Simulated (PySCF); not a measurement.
## Relaxation of singlet FeH₆

Method: PySCF, PBE0, basis Fe def2-TZVP, H def2-TZVP (no relativity, density fitting). A (50,194) grid was used.

A start displaced from a saddle point along its imaginary mode, of C2 symmetry, held to at least that symmetry:

```xyz
7
charge 0 multiplicity 1, angstrom
Fe    0.0270   -0.0222    0.0270
H    -1.0878    0.5111    1.0335
H     0.7330   -0.2191   -1.3882
H     1.2165    0.3890   -0.9920
H    -0.1360    1.4670   -0.0936
H    -1.2879   -0.3302    0.9206
H    -0.9374   -0.5837   -0.9798
```

Optimiser trace:
```json
{"step": "0", "E − E(last) (kJ/mol)": "8.23", "largest gradient (Eh/bohr)": "0.00773"}
{"step": "1", "E − E(last) (kJ/mol)": "6.28", "largest gradient (Eh/bohr)": "0.00359"}
{"step": "2", "E − E(last) (kJ/mol)": "4.23", "largest gradient (Eh/bohr)": "0.00289"}
{"step": "3", "E − E(last) (kJ/mol)": "1.72", "largest gradient (Eh/bohr)": "0.00666"}
{"step": "4", "E − E(last) (kJ/mol)": "0.98", "largest gradient (Eh/bohr)": "0.00156"}
{"step": "5", "E − E(last) (kJ/mol)": "0.37", "largest gradient (Eh/bohr)": "0.00113"}
{"step": "6", "E − E(last) (kJ/mol)": "0.10", "largest gradient (Eh/bohr)": "0.00151"}
{"step": "7", "E − E(last) (kJ/mol)": "0.03", "largest gradient (Eh/bohr)": "0.00049"}
{"step": "8", "E − E(last) (kJ/mol)": "0.00", "largest gradient (Eh/bohr)": "0.00038"}
{"step": "9", "E − E(last) (kJ/mol)": "0.00", "largest gradient (Eh/bohr)": "0.00019"}
```

It ends at C2 with Fe–H 1.487 Å (×2), Fe–H 1.556 Å (×2), Fe–H 1.609 Å (×2), H–H 0.867 Å (×2); Fe–H–H 70.7° (×2), Fe–H–H 77.6° (×2), H–Fe–H 31.7° (×2), H–Fe–H 65.3° (×2), H–Fe–H 86.5° (×2), H–Fe–H 90.6° (×2), H–Fe–H 97.1° (×3), H–Fe–H 144.0°, H–Fe–H 151.5° (×2), H–Fe–H 174.8° (after a last refinement on a finer grid). A frequency run shows a minimum. Other isomers or separated fragments may lie lower.

At this level a triplet minimum of C2v symmetry lies 115 kJ/mol below this structure.
